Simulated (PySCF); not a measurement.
Atom-mapped SMILES (the numbers label the heavy atoms): `[PH2:1][CH2:2][CH2:3][P:4]1[CH2:5][CH2:6][O:7][CH2:8][CH2:9]1`; H(Xn) means a hydrogen on atom n.

One conformer, non-relativistic Hamiltonian, averaged over atoms made equivalent by symmetry, fast rotation or ring inversion, no solvent model. NMR shieldings at PBE0/pcSseg-1/GIAO; structure optimised with GFN2-xTB; PySCF 2.14.

Referencing at the same level of theory: TMS for $^{13}$C, $^{1}$H; H3PO4 for $^{31}$P; $^{17}$O against H2O.

```json
{"atoms": "C2", "nucleus": "$^{13}$C", "count": "1", "δ (ppm)": "?"}
{"atoms": "C3", "nucleus": "$^{13}$C", "count": "1", "δ (ppm)": "?"}
{"atoms": "H(C2)", "nucleus": "$^{1}$H", "count": "2", "δ (ppm)": "1.65"}
{"atoms": "C6/C8", "nucleus": "$^{13}$C", "count": "2", "δ (ppm)": "70.2"}
{"atoms": "H(C5)/H(C9)", "nucleus": "$^{1}$H", "count": "4", "δ (ppm)": "1.50"}
{"atoms": "P4", "nucleus": "$^{31}$P", "count": "1", "δ (ppm)": "-67.0"}
{"atoms": "H(P1)", "nucleus": "$^{1}$H", "count": "2", "δ (ppm)": "2.83"}
{"atoms": "H(C6)/H(C8)", "nucleus": "$^{1}$H", "count": "4", "δ (ppm)": "?"}
{"atoms": "H(C3)", "nucleus": "$^{1}$H", "count": "2", "δ (ppm)": "1.43"}
{"atoms": "C5/C9", "nucleus": "$^{13}$C", "count": "2", "δ (ppm)": "32.1"}
{"atoms": "P1", "nucleus": "$^{31}$P", "count": "1", "δ (ppm)": "-175.7"}
{"atoms": "O7", "nucleus": "$^{17}$O", "count": "1", "δ (ppm)": "?"}
```

Question: Fill in the missing shifts.

Answer: 
- C3: 38.6 ppm, sp3 CH2 bonded to P
- C2: 14.5 ppm, sp3 CH2 bonded to P
- H(C6)/H(C8): 3.96 ppm, hydrogen on an sp3 CH2 bonded to O; its carbon carries O, hence the downfield position
- O7: 52.5 ppm, ether oxygen

Shifts are as computed. Against solution values, carbons near 30 ppm lie about +3 ppm off and those near 130 ppm about +5 ppm. Of 1211 compounds with measured shifts, 218 miss one by over three times the rms of a fit or turn the order of signals round; such compounds aren't used in these exercises. Experimental scales use liquid or dissolved standards, which lie at an offset from isolated H2O (liquid H2O: subtract about 36 ppm) and H3PO4.
